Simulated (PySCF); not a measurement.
C3H7BO2, SMILES O(C)B(C=O)C. Coordinates come from a PBE-D3(BJ)/def2-SVP optimisation. The structure was generated by enumeration, and PubChem lists no compound with its InChIKey, so it may never have been made. Other conformers were not sampled.

Computed equilibrium geometry at PBE-D3(BJ)/def2-SVP (PySCF confirms it by a frequency run) as Cartesian coordinates in Å, and its point group (one conformer of several):
point group Cs.
```xyz
13

C     -0.2972    -2.3628     0.0000
O     -0.7820    -1.0256     0.0000
B      0.0509     0.0514     0.0000
C      1.6193    -0.0176     0.0000
C     -0.7318     1.4634     0.0000
O     -0.1501     2.5412     0.0000
H      0.3207    -2.5675    -0.9000
H     -1.1672    -3.0475     0.0000
H      0.3207    -2.5675     0.9000
H      2.0529     1.0011     0.0000
H      2.0027    -0.5674     0.8874
H      2.0027    -0.5674    -0.8874
H     -1.8719     1.4364     0.0000
```
